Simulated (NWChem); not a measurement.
# CH5FOSi2; SMILES [SiH2]1O[Si@H](C1)F

```xyz
10

F     -0.0915    -2.0810    -0.6257
Si     0.0206    -0.8774     0.4385
C      1.3510     0.3992     0.0172
Si    -0.1582     1.5375    -0.2278
O     -1.1943     0.2570     0.2105
H     -0.0153    -1.4990     1.7818
H      2.0229     0.6735     0.8365
H      1.9422     0.1802    -0.8770
H     -0.4065     2.0125    -1.6130
H     -0.2658     2.6784     0.7173
```
Atoms are numbered in this order, from 1.

Level: B3LYP/6-31G* (spherical d) (NWChem), optimised geometry, unscaled harmonic frequencies. 

| frequency (cm⁻¹) | IR intensity (km/mol) |
|---|---|
| 112 | 0.6 |
| 239 | 3.9 |
| 311 | 9.8 |
| 479 | 8.7 |
| 484 | 0.8 |
| 603 | 8.1 |
| 668 | 0.8 |
| 688 | 10.6 |
| 718 | 16.1 |
| 751 | 89.0 |
| 798 | 18.6 |
| 846 | 141.3 |
| 871 | 9.2 |
| 917 | 170.6 |
| 963 | 301.7 |
| 971 | 65.3 |
| 1006 | 279.9 |
| 1015 | 82.0 |
| 1437 | 19.1 |
| 2259 | 178.8 |
| 2267 | 177.2 |
| 2294 | 158.3 |
| 3094 | 0.5 |
| 3150 | 0.6 |

```
Property                                                                            Value
-----------------------------------------------------------------------  ----------------
zero-point energy                                                           38.5 kcal/mol
thermal correction to the enthalpy at 298.15 K (with zero-point energy)     42.8 kcal/mol
heat capacity Cv                                                         22.1 cal/(mol K)
entropy at 298.15 K and 1 atm (symmetry number 1)                        77.1 cal/(mol K)
dipole moment                                                                      2.42 D
```

Rigid rotor and harmonic oscillator.
